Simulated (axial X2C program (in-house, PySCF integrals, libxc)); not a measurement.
# AlMo along the bond: PBE0, two-component

All values were computed with an axial X2C code built on PySCF integrals. Two-component (2c) means X2C with spin–orbit coupling and atomic mean-field two-electron Coulomb and Gaunt terms. Basis: Mo dyall-cv3z [11s12p9d5f3g], Al dyall-v3z [8s8p2d1f] (cores contracted in-house); Gaussian nuclei, density fitting, unrestricted open shells. Masses: Mo 97.905 u, Al 26.982 u.

State: Ω = 5/2 (⟨Sz⟩ = 2.50, ⟨Lz⟩ = 0.00 at PBE0). Dipoles are positive if Al is the positive end.

Results along the bond:

| R (Å) | μ (D) | HOMO (eV) | LUMO (eV) |
| --- | --- | --- | --- |
| 2.500 | -1.542 | -4.27 | -2.27 |
| 2.582 | -1.429 | -4.28 | -2.21 |
| 2.665 | -1.293 | -4.29 | -2.16 |
| 2.747 | -1.135 | -4.30 | -2.13 |
| 2.843 | -0.936 | -4.31 | -2.09 |
| 2.939 | -0.720 | -4.31 | -2.07 |
| 3.063 | -0.430 | -4.31 | -2.07 |

The state is one determinant whose occupation by symmetry is held fixed; it was picked as the lowest of a PBE0 search that is not exhaustive. Density functionals use the spin component along the axis (collinear). Other states lie close and PBE0, whose exact exchange favours high spin, may order them wrongly; the determinant shown need not be the ground state. The nearest other 2c determinant of the search, Ω = 7/2, lies 0.37 eV up at the distance of the search. With several unpaired electrons one determinant need not be a pure state. This is the top spin component of a Σ state; components of lower Ω are not single determinants and can lie lower. The determinant is spin-polarised beyond a pure state at some levels (its spin-free form has ⟨S²⟩ too high), which makes Re and μ there less reliable.
